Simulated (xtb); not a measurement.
H₆O₇Si₂, triplet, at the geometry of the source list (a higher spin typed on purpose: for a closed-shell molecule this is an excited state). Base run: GFN2-xTB (xtb 6.7.1).

Input for xtb:
```
$ xtb mol.xyz --gfn 2 --uhf 2 --json

# file mol.xyz
15

O      2.80810000     0.41600000     0.64760000
Si     1.46310000    -0.42440000     0.32690000
O      1.66050000    -1.34630000    -0.98680000
O      1.13080000    -1.36690000     1.59840000
O      0.27490000     0.66570000     0.04810000
Si    -1.29640000     0.50770000    -0.28770000
O     -1.74180000     1.81820000    -1.14100000
O     -1.48810000    -0.89340000    -1.09230000
O     -2.24410000     0.43120000     1.02340000
H      3.16180000     0.98130000    -0.03060000
H      0.87640000    -1.76070000    -1.34010000
H      1.17170000    -0.99450000     2.47420000
H     -1.17380000     2.11840000    -1.84410000
H     -2.33050000    -1.33300000    -1.00620000
H     -2.27280000     1.18080000     1.61010000
```

The base run was repeated with changes; each row names its change, and settings that it needs were set with it.

```
change        ΔE vs base (mEh)  dipole (D)  SCF cycles
------------  ----------------  ----------  ----------
base                     0.000        1.53          26
file = coord             0.000        1.53          26
acc = 30                 0.003        1.53          19
alpb = ether           -32.148        1.78          25
```

ALPB and GBSA are two models with their own fitted parameters for each solvent, which aren't always the measured dielectric constant.
